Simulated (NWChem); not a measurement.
System: C2H6O2Si, singlet; SMILES [Si](OC)OC

```xyz
11

Si     0.9398    -0.0502     0.3769
O     -0.4353    -0.9384     0.0064
C     -0.4687    -2.3580    -0.0230
H      0.5050    -2.8051     0.2239
H     -1.2104    -2.7194     0.6981
H     -0.7623    -2.6943    -1.0237
O      0.3606     1.4963     0.2489
C     -0.9354     1.9908    -0.0808
H     -1.3024     2.6014     0.7514
H     -0.8553     2.6255    -0.9701
H     -1.6397     1.1770    -0.2751
```
Atoms are numbered in this order, from 1.

All runs: NWChem. Pople sets run with spherical d functions. Low-valent species are run as closed-shell singlets; no triplet was tried in these runs. All runs use the structure optimised with B3LYP/6-31G* (spherical d). Level: PBE0/6-31+G*; rows give the wavelength of the field.

| field | isotropic polarisability (bohr³) | anisotropy (bohr³) |
|---|---|---|
| static | … | 19.4 |
| 1065 nm | 61.3 | 19.6 |
| 589 nm | 63.5 | 20.0 |

Question: Some entries are withheld; supply them.

Answer: 
- static, isotropic polarisability (bohr³): 60.4
